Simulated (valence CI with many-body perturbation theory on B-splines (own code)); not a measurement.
**From CI to CI+MBPT in Bi LXXVI**

Computed by valence CI with perturbative core correlation (CI+MBPT): six valence electrons over a frozen Dirac-Fock core [He], radial functions for each j: 9 s, 9 p, 8 d, 6 f, 3 g, 1 h, with the one-electron correlation potential Σ1, the two-electron term Σ2, the three-electron term Σ3, Breit, model QED; selected CI, second order for the rest, scaled by the run's own slope (own B-spline code, finite nucleus).

The last digits are not significant, and no measured levels were compared; by estimate large intervals hold to a few tenths of a per cent, small ones and those within an open d or f shell to about a per cent. Among the levels kept, up to 1900 cm⁻¹ of a level comes from second order outside the variational space, and about a tenth of that is noise between levels of different J, which matters for small intervals.

Each rung adds one term. CI alone is the Dirac-Coulomb CI over the frozen core; QED comes last and gives the full result, which names the levels. Energies are above (2s^2 2p1/2^2 2p3/2^2) J=2 on the same rung, in eV.

Levels are named by their leading jj configuration (3d3/2^4 stands for four electrons in 3d with j = 3/2), which in mixed levels can hold well under half, so a name can repeat and another be missing. Letters in brackets count levels of one name in rising energy.

| Level | CI alone | + Σ1 | + Σ2 | + Σ3 | + Breit | Full |
| --- | --- | --- | --- | --- | --- | --- |
| (2s^2 2p1/2^2 2p3/2^2) J=0 | 60 | 60 | 60 | 60 | 73 | 73 |
| (2s^2 2p1/2 2p3/2^3) J=1 | 2417 | 2417 | 2418 | 2417 | 2394 | 2396 |
| (2s^2 2p1/2 2p3/2^3) J=2 | 2447 | 2447 | 2447 | 2447 | 2412 | 2414 |
| (2s 2p1/2^2 2p3/2^3) J=2 | 2917 | 2917 | 2916 | 2916 | 2910 | 2885 |
| (2s 2p1/2^2 2p3/2^3) J=1 | 3012 | 3012 | 3011 | 3011 | 3010 | 2985 |
| (2s^2 2p3/2^4) J=0 | 4891 | 4891 | 4892 | 4892 | 4841 | 4845 |
| (2s 2p1/2 2p3/2^4) J=0 | 5348 | 5348 | 5348 | 5348 | 5319 | 5297 |
| (2s 2p1/2 2p3/2^4) J=1 | 5396 | 5397 | 5396 | 5396 | 5360 | 5338 |
| (2p1/2^2 2p3/2^4) J=0 | 5968 | 5968 | 5967 | 5967 | 5962 | 5913 |
| (2s^2 2p1/2^2 2p3/2 3s) J=2 | 10898 | 10898 | 10898 | 10898 | 10884 | 10888 |
| (2s^2 2p1/2^2 2p3/2 3s) J=1 | 10907 | 10908 | 10908 | 10908 | 10894 | 10898 |
| (2s^2 2p1/2^2 2p3/2 3p1/2) J=1 | 11043 | 11043 | 11043 | 11043 | 11039 | 11035 |
| (2s^2 2p1/2^2 2p3/2 3p1/2) J=2 | 11047 | 11047 | 11048 | 11047 | 11040 | 11036 |
| (2s^2 2p1/2^2 2p3/2 3p3/2) J=3 | 11743 | 11743 | 11743 | 11743 | 11726 | 11723 |
| (2s^2 2p1/2^2 2p3/2 3p3/2) J=1 | 11742 | 11743 | 11743 | 11742 | 11727 | 11724 |
| (2s^2 2p1/2^2 2p3/2 3p3/2) J=2 | 11775 | 11776 | 11776 | 11776 | 11761 | 11758 |
| (2s^2 2p1/2^2 2p3/2 3p3/2) J=0 | 11802 | 11802 | 11802 | 11802 | 11792 | 11789 |
| (2s^2 2p1/2^2 2p3/2 3d3/2) J=2 | 11881 | 11882 | 11882 | 11881 | 11866 | 11862 |
| (2s^2 2p1/2^2 2p3/2 3d3/2) J=3 | 11893 | 11894 | 11894 | 11894 | 11875 | 11871 |
| (2s^2 2p1/2^2 2p3/2 3d3/2) J=1 | 11895 | 11895 | 11895 | 11895 | 11880 | 11876 |
| (2s^2 2p1/2^2 2p3/2 3d3/2) J=0 | 11894 | 11895 | 11895 | 11895 | 11886 | 11882 |
| (2s^2 2p1/2^2 2p3/2 3d5/2) J=4 | 12054 | 12055 | 12055 | 12055 | 12033 | 12030 |
| (2s^2 2p1/2^2 2p3/2 3d5/2) J=2 | 12067 | 12067 | 12067 | 12067 | 12047 | 12043 |
| (2s^2 2p1/2^2 2p3/2 3d5/2) J=3 | 12086 | 12087 | 12087 | 12087 | 12064 | 12061 |
| (2s^2 2p1/2^2 2p3/2 3d5/2) J=1 | 12098 | 12098 | 12098 | 12098 | 12080 | 12076 |
| (2s^2 2p1/2 2p3/2^2 3s) J=2 [a] | 13305 | 13306 | 13306 | 13306 | 13261 | 13268 |
| (2s^2 2p1/2 2p3/2^2 3s) J=1 [a] | 13320 | 13320 | 13320 | 13320 | 13276 | 13282 |
| (2s^2 2p1/2 2p3/2^2 3s) J=3 | 13345 | 13345 | 13346 | 13345 | 13286 | 13292 |
| (2s^2 2p1/2 2p3/2^2 3s) J=2 [b] | 13354 | 13354 | 13354 | 13354 | 13296 | 13303 |
| (2s^2 2p1/2 2p3/2^2 3s) J=0 | 13390 | 13391 | 13391 | 13391 | 13352 | 13358 |
| (2s^2 2p1/2 2p3/2^2 3s) J=1 [b] | 13396 | 13396 | 13396 | 13396 | 13355 | 13362 |

(1) How does the ionisation energy move along the ladder, and which term matters most?

## Answers

(1) CI alone 20947, + Σ1 20948, + Σ2 20948, + Σ3 20948, + Breit 20926, + QED 20921 eV. The largest step is Breit, -22 eV. NIST lists 20920 ± 100 eV (theoretical).
